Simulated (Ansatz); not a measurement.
A search over several starts for the lowest SCF solution of SnBr2 at the given spin, in a small basis.

```yaml
crystal:
  periodic: [false, false, false]
  atoms:
    - {symbol: Sn, position_ang: [-0.226250, -0.001765, 1.417758]}
    - {symbol: Br, position_ang: [0.896124, 1.267625, -0.582402]}
    - {symbol: Br, position_ang: [-0.669864, -1.265860, -0.835356]}
basis:
  gaussian: {orbitals: def2-SVP}
hamiltonian: {xc: pbe0, dispersion: d4}
output: {orbitals: {seedname: orbitals}}
```

```sh
$ ansatz run in.yaml --threads 4 --pin off --events-out ev --progress --plain --max-ram 3916MiB
```

It prints (some lines left out):

```
Functional definition: PBE0
  name "PBE0"
  cite "Adamo & Barone, J. Chem. Phys. 110, 6158 (1999) doi:10.1063/1.478522"
  cite "Perdew, Burke & Ernzerhof, Phys. Rev. Lett. 77, 3865 (1996) doi:10.1103/PhysRevLett.77.3865"
  parent pbe
  parameter a = 0.25
  parameter kappa = 0.804
  parameter beta = 0.06672455060314922
  exchange = (1 - a)*pbe_x(kappa = kappa, mu = beta*pi^2/3) + a*exact_x
  correlation = pbe_c(beta = beta)
948 factors; integrals over basis functions are off by at most 3.3e-4 eV
mean field evaluation 1: about -145891.3807 eV, gradient 2.0e1 eV
mean field evaluation 2: about -145865.5385 eV, gradient 7.4e1 eV
mean field evaluation 4: about -145893.2255 eV, gradient 6.6e-1 eV
mean field evaluation 8: about -145893.2362 eV, gradient 9.2e-2 eV
mean field evaluation 16: about -145893.2362 eV, gradient 3.8e-5 eV
mean field -145893.23619389 eV, -5361.4775401382 hartree, gradient 3.8e-5 eV, S^2 0.000000; 0 other end points of the search recorded, 0 dependent functions left out
reference -145893.23621635 eV, -5361.4775409634 hartree; 46, 46 occupied and 44, 44 virtual orbitals, 948 factors
Total energy: -145893.34707384 eV, -5361.4816149013 hartree
```

Hardware: 4 threads of Arm Neoverse V2 on a shared host. Wall time 1 s.

In the def2 sets Sn takes a core potential; there is no spin–orbit coupling. The structure comes from a short search, and lower isomers may exist.
